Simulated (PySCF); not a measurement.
F3H3O3Si2, SMILES F[Si](F)([Si](O)(O)O)F. Heavy atoms are numbered as in [Si:1]([F:2])([F:3])([F:4])[Si:5]([OH:6])([OH:7])[OH:8]. Hydrogens are named by the atom that carries them.

Geometry: PBE0-D3(BJ)/def2-SVP. The structure was generated by enumeration, and PubChem lists no compound with its InChIKey, so it may never have been made. The values are those of a single conformer.

Calculation: PySCF with PBE/pcSseg-1.

GIAO shieldings, no solvent; atoms alike by connectivity are averaged. δ = σ(ref) − σ: ²⁹Si against TMS (σ = 335.4 ppm); ¹⁹F against CFCl3 (σ = 133.6 ppm); ¹⁷O against H2O (σ = 334.3 ppm); ¹H against TMS (σ = 31.49 ppm), references at their B3LYP-D3(BJ)/def2-TZVP geometries, non-relativistic.

Computed chemical shifts:
```json
[
 {"nucleus": "²⁹Si", "atoms": "Si5", "count": "1", "δ (ppm)": "-53.2"},
 {"nucleus": "²⁹Si", "atoms": "Si1", "count": "1", "δ (ppm)": "-56.1"},
 {"nucleus": "¹⁹F", "atoms": "F2", "count": "3", "δ (ppm)": "-150.0"},
 {"nucleus": "¹⁷O", "atoms": "O6 (OH)", "count": "3", "δ (ppm)": "79.9"},
 {"nucleus": "¹H", "atoms": "H on O6", "count": "3", "δ (ppm)": "2.50"}
]
```
